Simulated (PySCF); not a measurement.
**BP86 on Ti⁺ (titanium, charge +1)**

Configuration: [Ar] 3d1 4s1 4p1, one real determinant (an excited configuration). Computed with PySCF 2.14 in aug-cc-pwCVTZ (10s9p7d4f3g, 127 functions), with the non-relativistic Hamiltonian (point nucleus).

```
Total energy                                                  : -848.952 hartree
One-electron energy                                           : -1151.819 hartree
Hartree (Coulomb) energy                                      : 344.517 hartree
Exchange-correlation energy                                   : -41.650 hartree
Kinetic energy                                                : 847.70800 hartree
⟨S²⟩                                                          : 3.7504
⟨L²⟩                                                          : 8.010
Sum of ⟨r⟩                                                    : 18.71 bohr
Sum of ⟨r²⟩                                                   : 37.00 bohr²
Traceless quadrupole moment −½Σ⟨3z² − r²⟩ along its main axis : -5.27 e·bohr²
Density at the nucleus (Gaussians lack the cusp)              : 7080 bohr⁻³
Spin density at the nucleus                                   : 4.35 bohr⁻³
Langevin diamagnetic susceptibility                           : -29.3 ×10⁻⁶ cm³/mol
```

```tsv
shell	electrons	mean orbital energy (eV)	spread (eV)	rms radius, mean of both spins (bohr)
1s α	1	-4853.3	0	0.0813
1s β	1	-4853.2	0	0.0813
2s α	1	-546.57	0	0.356
2s β	1	-546.18	0	0.356
2p α	3	-458.98	0.343	0.323
2p β	3	-458.65	0.552	0.323
3s α	1	-76.302	0	1.08
3s β	1	-75.201	0	1.08
3p α	3	-53.037	0.218	1.15
3p β	3	-51.914	1.102	1.15
3d α	1	-18.127	0	1.50
4s α	1	-13.139	0	3.14
4p α	1	-9.057	0	3.70
```

⟨L²⟩ = 8.01 against 12 for a pure F term, so this real determinant mixes terms.
